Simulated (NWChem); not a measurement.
SiH$_{2}$OCl$_{2}$; SMILES O[SiH](Cl)Cl

```xyz
6

Si    -0.4078     0.4231     0.0000
O     -1.8757    -0.3091     0.0000
Cl     0.6844    -0.1193    -1.6559
Cl     0.6844    -0.1193     1.6559
H     -0.6406     1.8771     0.0000
H     -1.9137    -1.2710     0.0000
```
Atoms are numbered in this order, from 1.

Computed with NWChem. The geometry was optimised at PBE0/def2-SVP. Total energies compare along this basis series because the functional is fixed.

```tsv
level	basis functions	energy (Ha)	highest occupied level (eV)	orbital gap (eV)	dipole (D)
TPSS/pcseg-1	78	-1286.4717	-7.99	7.50	1.14
TPSS/aug-pcseg-1	122	-1286.4859	-7.92	7.00	0.99
TPSS/pcseg-2	160	-1286.6378	-7.94	(withheld)	1.03
TPSS/STO-3G	34	-1272.0580	-4.76	7.00	2.36
TPSS/def2-SVP	78	-1286.0948	-7.67	7.75	1.18
```

### Question
Fill in the missing entries.

### Answer

- TPSS/pcseg-2, orbital gap (eV): 7.35
